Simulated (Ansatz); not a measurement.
NiI2, relaxed as a singlet with RKS r2SCAN-D4/def2-TZVP in Ansatz, starting from the GFN2-xTB geometry. Force threshold 0.02 eV/Å.

In the def2 sets I takes a core potential; there is no spin–orbit coupling. The restricted singlet is unstable: a solution with broken spin symmetry lies lower. At r2SCAN-D4/def2-TZVP a triplet of charge 0 lies 1.16 eV below the restricted singlet, each at its own geometry. The structure comes from a short search, and lower isomers may exist.

Start:

```xyz
3

Ni    0.743   -0.712   -0.077
I     0.837    1.600    0.190
I    -1.580   -0.888   -0.113
```

```csv
step,energy (eV),largest force component (eV/Å),SCF passes
1,-57253.6644,0.224,26
2,-57253.6909,0.154,23
3,-57253.6929,0.048,24
4,-57253.6931,0.001,24
```

Force components are those of the run's own axes.

End:

```xyz
3

Ni    0.6777   -0.6498   -0.0706
I     0.9510    1.6526    0.1973
I    -1.6288   -1.0028   -0.1267
```

By distances, no bond broke or formed. The bond that changes most is Ni1–I3, from 2.33 to 2.33 Å (atoms count from 1).

No frequencies were taken in this run, so the end may be a saddle point.

Run time 7.5 s (4 threads of Arm Neoverse V2 on a shared host).
